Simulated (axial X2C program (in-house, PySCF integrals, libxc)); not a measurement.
# Which molecule gave these maps?

PBE0 fields computed with an axial X2C code built on PySCF integrals, two-component, near the equilibrium distance, one atom at z = 0.

The maps cover the half plane through the axis: z from -2.4 to 4.8 Å along the bond, ρ from 0.15 to 2.25 Å away from it.

log10 of the density in e/bohr³:

```
 ρ\z  -2.4  -1.8  -1.2  -0.6   0.0   0.6   1.2   1.8   2.4   3.0   3.6   4.2   4.8
0.15  -3.1  -2.3  -1.5  -0.1   1.8  -0.1  -1.4  -1.4   0.0   1.1  -0.7  -1.8  -2.6
0.45  -3.1  -2.4  -1.6  -0.5   0.4  -0.5  -1.5  -1.5  -0.6   0.2  -1.0  -1.9  -2.7
0.75  -3.2  -2.5  -1.8  -1.0  -0.5  -1.0  -1.7  -1.7  -1.2  -0.8  -1.4  -2.1  -2.8
1.05  -3.3  -2.6  -2.0  -1.5  -1.2  -1.5  -1.9  -1.9  -1.6  -1.5  -1.8  -2.3  -2.9
1.35  -3.5  -2.8  -2.3  -1.8  -1.7  -1.9  -2.2  -2.2  -2.0  -1.9  -2.1  -2.6  -3.1
1.65  -3.6  -3.0  -2.5  -2.2  -2.1  -2.2  -2.4  -2.5  -2.3  -2.3  -2.5  -2.9  -3.4
1.95  -3.8  -3.3  -2.8  -2.5  -2.4  -2.5  -2.7  -2.8  -2.7  -2.7  -2.8  -3.2  -3.6
2.25  -4.0  -3.5  -3.1  -2.8  -2.7  -2.8  -3.0  -3.1  -3.0  -3.0  -3.2  -3.5  -3.9
```

Electron localisation function (collinear form, no current term, damped to 0 at low density):

```
 ρ\z  -2.4  -1.8  -1.2  -0.6   0.0   0.6   1.2   1.8   2.4   3.0   3.6   4.2   4.8
0.15  0.16  0.49  0.29  0.66  0.74  0.66  0.20  0.25  0.58  0.21  0.27  0.33  0.63
0.45  0.15  0.49  0.33  0.46  0.75  0.46  0.22  0.28  0.32  0.69  0.19  0.37  0.62
0.75  0.12  0.49  0.41  0.27  0.46  0.26  0.25  0.33  0.18  0.24  0.19  0.45  0.58
1.05  0.08  0.46  0.52  0.30  0.26  0.27  0.28  0.34  0.27  0.21  0.31  0.55  0.48
1.35  0.05  0.39  0.60  0.49  0.39  0.41  0.27  0.30  0.41  0.37  0.46  0.59  0.31
1.65  0.02  0.27  0.59  0.64  0.59  0.52  0.24  0.23  0.47  0.51  0.56  0.50  0.13
1.95  0.01  0.15  0.49  0.65  0.65  0.51  0.20  0.14  0.36  0.51  0.49  0.27  0.04
2.25  0.00  0.06  0.31  0.54  0.57  0.41  0.15  0.09  0.18  0.29  0.24  0.08  0.01
```

Axial spin density in 10⁻³ e/bohr³:

```
 ρ\z  -2.4  -1.8  -1.2  -0.6    0.0   0.6   1.2   1.8   2.4   3.0   3.6  4.2  4.8
0.15   0.1   0.3   0.7   0.3  -16.3   0.3   0.7  -0.2   0.0   2.2   1.3  0.9  0.3
0.45   0.1   0.2   0.1  -0.6   -2.3  -0.3  -0.3  -0.6  -0.2   0.2   1.1  0.8  0.2
0.75   0.0   0.0  -0.7  -2.8   -1.5  -2.9  -1.6  -1.1  -0.8  -0.2   0.6  0.5  0.2
1.05   0.0  -0.2  -1.1  -3.8   -5.5  -4.4  -2.2  -1.3  -1.0  -0.4   0.2  0.3  0.1
1.35   0.0  -0.2  -1.1  -3.2   -4.9  -3.9  -2.1  -1.2  -0.9  -0.4   0.0  0.1  0.1
1.65  -0.1  -0.2  -0.9  -2.2   -3.3  -2.8  -1.6  -0.9  -0.6  -0.3  -0.1  0.0  0.0
1.95  -0.1  -0.2  -0.6  -1.4   -2.0  -1.7  -1.1  -0.7  -0.4  -0.2  -0.1  0.0  0.0
2.25   0.0  -0.1  -0.4  -0.8   -1.1  -1.0  -0.7  -0.4  -0.3  -0.1  -0.1  0.0  0.0
```

Problem. Which molecule is it?
A. SbO
B. ZnIn
C. ScBi
D. NaTe

Solution. B. ZnIn, with In at z = 0 and Zn at z = 2.901 Å, state Ω = 1/2 (⟨Sz⟩ = -0.46, ⟨Lz⟩ = 0.96 at PBE0), basis In dyall-cv3z [11s12p9d4f1g], Zn dyall-cv3z [9s10p6d3f2g] (cores contracted in-house). The state is a single determinant with fixed occupations, the lowest that a limited PBE0 search found. Density functionals use the spin component along the axis (collinear). Other states lie close and PBE0, whose exact exchange favours high spin, may order them wrongly; the determinant shown need not be the ground state. The nearest other 2c determinant of the search, Ω = 3/2, lies 0.19 eV up at the distance of the search. The functionals have no current-density term, which raises determinants with orbital currents, atoms included. The bond is weak and the correlated curve of this state has no minimum in the scanned range, so this well may be an artefact of the functional.
